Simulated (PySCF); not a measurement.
PySCF input for FHPbS, SMILES [Pb]([F])[SH] (connectivity only; charge and spin as stated), neutral, multiplicity 1, IEF-PCM-ωB97X/def2-SVP. Geometry: B3LYP-D3(BJ)/def2-TZVP. The def2 effective core potentials stand for the cores of Pb; spin–orbit coupling is left out. Other conformers were not sampled.

```python
import numpy as np
from pyscf import gto, scf, dft
from pyscf.solvent import pcm

mol = gto.M(
    atom='''
    Pb    0.23722253    0.34729610   -0.00000000
    F    -1.74808094    0.91309136    0.00000000
    S    -0.29540577   -2.13847711   -0.00000000
    H     1.00697377   -2.48046869    0.00000000
    ''',
    basis='def2-SVP',
    ecp={'Pb': 'def2-svp'},
    charge=0,
    spin=0,
    max_memory=1600,
    verbose=3,
)
mf = dft.RKS(mol, xc='wb97x').density_fit(auxbasis='def2-universal-jkfit')
mf.grids.level = 3
mf.conv_tol = 1e-9
mf.max_cycle = 100
mf.kernel()
res = {}
for name, eps in {'water': 78.355, 'N,N-dimethylformamide': 37.219, 'methanol': 32.613}.items():
    s = mf.PCM()
    s.with_solvent.method, s.with_solvent.eps, s.with_solvent.lebedev_order = 'IEF-PCM', eps, 29
    s.kernel(mf.make_rdm1())
    res[name] = (s.e_tot, eps, s.dip_moment(), s.mo_energy, s.converged)
    print(f'{name}: electrostatic solvation free energy {(s.e_tot - mf.e_tot) * 627.509474:.3f} kcal/mol')
```

Log of the run:

```
converged SCF energy = -691.374187413514

WARN: PCM is an experimental feature. It is still in testing.
Features and APIs may be changed in the future.

converged SCF energy = -691.394457631144
Dipole moment(X, Y, Z, Debye):  6.31306,  2.44348, -0.00000
water: electrostatic solvation free energy -12.720 kcal/mol

WARN: PCM is an experimental feature. It is still in testing.
Features and APIs may be changed in the future.

converged SCF energy = -691.393951253258
Dipole moment(X, Y, Z, Debye):  6.27203,  2.41819, -0.00000
N,N-dimethylformamide: electrostatic solvation free energy -12.402 kcal/mol

WARN: PCM is an experimental feature. It is still in testing.
Features and APIs may be changed in the future.

converged SCF energy = -691.393816982828
Dipole moment(X, Y, Z, Debye):  6.26117,  2.41148,  0.00000
methanol: electrostatic solvation free energy -12.318 kcal/mol
```

The run converged.
